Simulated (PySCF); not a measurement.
# Polarisability and C₆ of Pm³⁺ (promethium, charge +3)

[Xe] 4f4, one real determinant. Computed with PySCF 2.14 in x2c-TZVPPall with one added diffuse shell each of s, p, d, f type (12s8p8d5f2g, 129 functions), with the spin-free X2C one-electron Hamiltonian (Gaussian nucleus). Coupled (time-dependent) response in atomic units; α is the mean over directions.

```tsv
method	mean α (bohr³)	α xx, yy, zz	C₆ (like pair)	S(−4)
UHF	6.335	6.348, 6.348, 6.307	37.31	6.197
```

S(−4) is the Cauchy moment in α(ω) = α(0) + S(−4) ω² + …

Spin-orbit coupling is absent.

α(iu) at UHF:

```json
{"u (hartree)": "0", "α(iu) (bohr³)": "6.335"}
{"u (hartree)": "0.0500", "α(iu) (bohr³)": "6.319"}
{"u (hartree)": "0.100", "α(iu) (bohr³)": "6.274"}
{"u (hartree)": "0.200", "α(iu) (bohr³)": "6.107"}
{"u (hartree)": "0.300", "α(iu) (bohr³)": "5.865"}
{"u (hartree)": "0.500", "α(iu) (bohr³)": "5.260"}
{"u (hartree)": "0.750", "α(iu) (bohr³)": "4.444"}
{"u (hartree)": "1.00", "α(iu) (bohr³)": "3.697"}
{"u (hartree)": "1.50", "α(iu) (bohr³)": "2.575"}
{"u (hartree)": "2.00", "α(iu) (bohr³)": "1.867"}
{"u (hartree)": "3.00", "α(iu) (bohr³)": "1.117"}
{"u (hartree)": "5.00", "α(iu) (bohr³)": "0.5530"}
```

For an ion, C₆ is the dispersion term alone; charge-induced terms of lower order in 1/R come first.

The components differ because the open shell of this determinant is not spherical; for a pure term their mean is the scalar polarisability.

⟨L²⟩ = 34.03 against 42 for a pure I term, so this real determinant mixes terms. Spin-orbit coupling, absent here, splits the open shell strongly.
